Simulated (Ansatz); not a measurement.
`C[CH2][In][Br]`• → Br• + 2 C• + 5 H• + In•  (atomization)

Program: Ansatz. Geometries: PBE0-D4/def2-TZVP. ΔE: electronic, gas phase. CCSD(T)/CBS is the MP2 limit (def2-TZVPP, def2-QZVPP) plus CCSD(T) − MP2 in def2-TZVPP, frozen cores. This one scheme is used for every species, atoms too. Open shells (•) are unrestricted, without spin–orbit coupling. Spin–orbit coupling would lower the free atoms: a little for C; clearly for Br; strongly for In. def2 core potentials past Kr. Bonds to Br, In are less sure, by a few kJ/mol each and by 10 to 20 or more in all where they break to atoms, as the def2 sets lack core-valence functions. Scalar relativity is left out up to krypton. One conformer a species, not always the lowest.

```json
{"species": "`C[CH2][In][Br]`•", "SCS-MP2/def2-QZVPP energy (Eh)": "-2841.71501"}
{"species": "Br•", "SCS-MP2/def2-QZVPP energy (Eh)": "-2572.95241"}
{"species": "C•", "SCS-MP2/def2-QZVPP energy (Eh)": "-37.76798"}
{"species": "H•", "SCS-MP2/def2-QZVPP energy (Eh)": "-0.49998"}
{"species": "In•", "SCS-MP2/def2-QZVPP energy (Eh)": "-189.59371"}
```

Problem. Work out ΔE.

Solution. ΔE = 5 × (-0.49998) + 2 × (-37.76798) + (-2572.95241) + (-189.59371) − (-2841.71501) = 1.13303 Eh = +2974.8 kJ/mol. CCSD(T)/CBS gives +3001.2 kJ/mol.

Largest T1 diagnostic among the species: 0.015.

The D4 term adds +31.9 kJ/mol with B3LYP and +16.8 kJ/mol with PBE0; it sums over pairs of atoms, weighted by their polarisabilities, and B3LYP, whose exchange is more repulsive, gets the larger term. In def2-TZVPP, CCSD(T) changes the Hartree–Fock value by +672.4 kJ/mol (the triples alone add +41.0 kJ/mol) and MP2 by +695.8 kJ/mol; breaking electron pairs costs correlation energy, which Hartree–Fock lacks. From PBE to PBE0 (25 % exact exchange), in def2-TZVPP and without D4, ΔE moves by −31.2 kJ/mol: exact exchange takes away binding that semilocal exchange gives to molecules.

B3LYP here is the variant with VWN-RPA as its local correlation; programs differ in this.

For atomizations the MP2-based limit and the directly extrapolated one differ by several kJ/mol either way, and by 10 to 25 for some Ge, Se and Sn compounds, so smaller differences from it don't rank the levels.
